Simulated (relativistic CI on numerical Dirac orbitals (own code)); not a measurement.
## Mn⁶⁺ in a cubic cluster: 3p photoemission with charge transfer

Computed with a charge-transfer multiplet model of a cubic metal-ligand cluster with up to 2 ligand holes, Slater and spin-orbit integrals from Dirac-Coulomb-Breit ions, Slater integrals scaled by 0.8. The parameters are those of a tetrahedral site (10Dq negative, t2 hopping the larger). The ground state mixes d1 with configurations of k ligand holes L, whose averages lie at kΔ + k(k − 1)U_dd/2; a core hole lowers each added d electron by U_cd. 20 K, Lorentzian 0.9 eV and Gaussian 0.8 eV FWHM.

Atomic integrals in eV (Slater integrals scaled, ζ unscaled), ground: F2dd 10.611, F4dd 6.708, zeta_d 0.064; with the core hole: F2dd 10.611, F4dd 6.708, zeta_d 0.069, zeta_core 0.994, F2cd 11.801, G1cd 14.162, G3cd 8.922. Where a configuration has fewer than two d electrons, the dd integrals are those of d2.

Cluster parameters (eV): Δ = -1.9, U_dd = 5.4, U_cd = 7, 10Dq = -0.2, 10Dq(ligand) = 0, final-state hopping factor = 1.

```csv
Case,n_d,d1,d2L,d3L2,S
"V(eg) = 1.33 eV, V(t2g) = -2.25 eV",2.10,0.17,0.57,0.26,0.50
"V(eg) = 1.63 eV, V(t2g) = -2.76 eV",2.10,0.17,0.56,0.27,0.50
"V(eg) = 1.93 eV, V(t2g) = -3.27 eV",2.10,0.18,0.55,0.27,0.50
```

Weights, n_d and S are thermal averages at 20 K. Binding energies count from the first peak over 30 % of the highest in each spectrum, which can be another peak from case to case. The parameters are a model scan and need not match a compound or its usual spin state. Peaks in eV (height, largest 100):
- V(eg) = 1.33 eV, V(t2g) = -2.25 eV: 0.0 (100), 2.0 (80), 3.5 (77), 7.1 (34), 12.7 (11), 15.6 (28), 19.7 (12), 22.4 (8)
- V(eg) = 1.63 eV, V(t2g) = -2.76 eV: 0.0 (100), 2.9 (73), 7.4 (22), 17.1 (20), 20.7 (10)
- V(eg) = 1.93 eV, V(t2g) = -3.27 eV: 0.0 (100), 1.1 (90), 3.6 (74), 8.6 (14), 16.9 (12), 18.4 (13), 19.9 (11)

Curve for V(eg) = 1.93 eV, V(t2g) = -3.27 eV (points under 2 left out, the grid thinned):

| E (eV) | Intensity |
| --- | --- |
| -3.6 | 3.6 |
| -2.9 | 5.3 |
| -2.2 | 8.7 |
| -1.6 | 16.2 |
| -0.9 | 45.7 |
| -0.2 | 95.6 |
| 0.4 | 93.1 |
| 1.1 | 90.3 |
| 1.8 | 71.2 |
| 2.5 | 62.3 |
| 3.2 | 70.8 |
| 3.8 | 72.3 |
| 4.5 | 49.0 |
| 5.2 | 28.9 |
| 5.8 | 22.0 |
| 6.5 | 17.6 |
| 7.2 | 15.7 |
| 7.9 | 14.4 |
| 8.6 | 14.2 |
| 9.2 | 13.0 |
| 9.9 | 11.1 |
| 10.6 | 9.2 |
| 11.2 | 6.7 |
| 11.9 | 4.8 |
| 12.6 | 3.7 |
| 13.3 | 3.5 |
| 14.0 | 4.0 |
| 14.6 | 5.0 |
| 15.3 | 7.6 |
| 16.0 | 10.3 |
| 16.6 | 12.0 |
| 17.3 | 12.1 |
| 18.0 | 12.4 |
| 18.7 | 12.5 |
| 19.4 | 11.4 |
| 20.0 | 11.3 |
| 20.7 | 10.5 |
| 21.4 | 9.5 |
| 22.0 | 8.8 |
| 22.7 | 6.9 |
| 23.4 | 5.8 |
| 24.1 | 5.3 |
| 24.8 | 3.7 |
| 25.4 | 2.8 |
| 26.1 | 2.0 |

For the case V(eg) = 1.93 eV, V(t2g) = -3.27 eV, Δ = -1.9 eV is smaller than U_dd = 5.4 eV, the charge-transfer side of the Zaanen-Sawatzky-Allen scheme (negative Δ: between configuration averages a ligand hole costs less than the nominal valence; multiplet and field energies can change this for the lowest states). With the core hole the average of the configuration with one ligand hole lies at Δ − U_cd = -8.9 eV before mixing: the effective hopping of about 8.1 eV (from the holes of the mixed ground state) is comparable with this gap or larger, so the configurations mix strongly.

With at most 2 ligand holes the space is cut while the next configuration still counts, so covalency is underestimated, and a final configuration with one more ligand hole, which can lie low, is missing from the spectra.
